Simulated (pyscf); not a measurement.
Single points on ωB97X-D3(BJ)/def2-SVP structures (PySCF, gas phase).

**Question.** PBE/def2-TZVP puts the barrier of H₃Si–Se–SiH₃ + Cl–Ge:–Cl [singlet] → H₃Si–Cl + H₃Si–Se–Ge:–Cl [singlet] (four-centre exchange; singlet surface; Se–Si, Cl–Ge broken, Cl–Si, Ge–Se formed) at 7.5 kcal/mol and the reaction energy at -4.1 kcal/mol, from the separated reactants. What do r²SCAN/def2-TZVP, PBE0-D3(BJ)/def2-TZVP, ωB97M-D3(BJ)/def2-TZVP give on the same structures?

**Answer.** r²SCAN: ΔE‡ = 6.6 kcal/mol, ΔE = -5.0 kcal/mol; PBE0-D3(BJ): ΔE‡ = 3.6 kcal/mol, ΔE = -4.8 kcal/mol; ωB97M-D3(BJ): ΔE‡ = 8.9 kcal/mol, ΔE = -4.2 kcal/mol. PBE's barrier lies among them. Its reaction energy matches one of them and lies within 0.9 kcal/mol of the others. On the reactant side the descent ends in an adduct with a Ge–Se contact, 18.2 kcal/mol under the separated species and 19.9 kcal/mol under the saddle at ωB97X-D3(BJ)/def2-TZVP. On the product side the descent ends in a complex, 7.7 kcal/mol under the separated species and 14.6 kcal/mol under the saddle at ωB97X-D3(BJ)/def2-TZVP. What is counted as formed (Ge–Se) is already present as a longer contact in the reactant adduct; forming that adduct is a step of its own. At ωB97X-D3(BJ) the barrier from the zero used here is 1.7 kcal/mol. One saddle was located; it need not be the lowest between these sides. Elements up to Kr have no core potential and no relativistic terms here.
